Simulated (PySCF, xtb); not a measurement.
AlFGeH4O, SMILES [GeH3][Al]([F])[OH].

xtb with GFN2-xTB at its own geometry gives an orbital gap of 4.63 eV and a dipole moment of 2.26 D.

Geometry optimised at PBE0-D3(BJ)/def2-SVP. The structure was generated by enumeration; whether it is a known compound was not checked. The values are those of a single conformer.

**Question.** What does ωB97X/def2-TZVP in PySCF give? (The exact figures need the calculation; the answer reports its results.)

**Answer.** gap 11.57 eV (levels -10.65 and 0.92 eV), dipole 0.82 D.
